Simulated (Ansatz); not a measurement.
Cost and result for the atomization energy of CH$_{7}$FO$_{3}$Si$_{2}$, SMILES `CO[SiH2]O[SiH](O)F` (14 atoms, 13 bonds).

Z-matrix (Å, degrees):
```
C
O 1 1.414
H 1 1.090 2 108.3
H 1 1.095 2 111.2 3 119.2
H 1 1.095 2 111.3 3 -119.2
Si 2 1.650 1 122.9 3 174.0
O 6 1.625 2 105.6 1 -175.2
H 6 1.483 2 109.6 1 -55.8
H 6 1.483 2 110.4 1 66.2
Si 7 1.631 6 138.2 2 5.9
O 10 1.620 7 110.5 6 -19.2
F 10 1.589 7 107.3 6 101.4
H 10 1.467 7 110.7 6 -142.0
H 11 0.965 10 114.8 7 19.5
```

Charge 0, multiplicity 1. Geometry: relaxed with PBE0-D4/def2-TZVP. It is one conformer, not always the lowest. Program: Ansatz. All runs use 2 threads of an AMD EPYC 7R13 on a shared host and a share of an NVIDIA H100 80 GB. Times are those of one run each, without the atoms' runs, and a repeat can differ threefold. Electronic energies, without spin–orbit coupling; frozen cores. CCSD(T)/CBS adds CCSD(T) − MP2 in def2-TZVPP to the MP2 limit, and its time is that of the two runs behind it. T1 = 0.012. B3LYP takes the VWN-RPA correlation (the form of Gaussian; ORCA's B3LYP/G).

CCSD(T)/CBS is a level of theory with its own doubt, some kJ/mol a heavy atom from the limit and from the frozen cores, so smaller differences don't rank the functionals.

```
                             level  functions  wall time
                PBE0-D4/def2-TZVPP        337      1.6 s
   PBE-D4/def2-TZVPP (with forces)        337      1.8 s
 B3LYP-D4/def2-TZVPP (with forces)        337        2 s
                 B2PLYP/def2-TZVPP        337        2 s
r2SCAN-D4/def2-TZVPP (with forces)        337      2.1 s
  ωB97M-V/def2-TZVPP (with forces)        337      3.2 s
                    MP2/def2-QZVPP        635      3.2 s
                ωB97X-V/def2-TZVPP        337      3.4 s
                CCSD(T)/def2-TZVPP        337      8.5 s
                 CCSD(T)/CBS(def2)          –       12 s
```

Question: What atomization energy does each give, and how far from CCSD(T)/CBS? (An estimate is asked.)

Answer: The calculation gave: 
```
                             level  atomization (kJ/mol)  difference from CCSD(T)/CBS  per bond
                PBE0-D4/def2-TZVPP                5504.9                       -103.8      -8.0
   PBE-D4/def2-TZVPP (with forces)                5606.7                         -2.0      -0.2
 B3LYP-D4/def2-TZVPP (with forces)                5550.5                        -58.2      -4.5
                 B2PLYP/def2-TZVPP                5516.0                        -92.7      -7.1
r2SCAN-D4/def2-TZVPP (with forces)                5578.9                        -29.8      -2.3
  ωB97M-V/def2-TZVPP (with forces)                5590.9                        -17.8      -1.4
                    MP2/def2-QZVPP                5679.7                         71.0       5.5
                ωB97X-V/def2-TZVPP                5591.5                        -17.2      -1.3
                CCSD(T)/def2-TZVPP                5443.8                       -164.9     -12.7
                 CCSD(T)/CBS(def2)                5608.7                          0.0       0.0
```

The D4 term adds +52.2 kJ/mol with B3LYP and +27.8 kJ/mol with PBE0; it sums over pairs of atoms, weighted by their polarisabilities, and B3LYP, whose exchange is more repulsive, gets the larger term. From PBE to PBE0 (25 % exact exchange), in def2-TZVPP and without D4, the atomization energy moves by −97.0 kJ/mol: exact exchange takes away binding that semilocal exchange gives to molecules. In def2-TZVPP, CCSD(T) changes the Hartree–Fock value by +1351.3 kJ/mol (the triples alone add +75.3 kJ/mol) and MP2 by +1486.6 kJ/mol; breaking electron pairs costs correlation energy, which Hartree–Fock lacks.
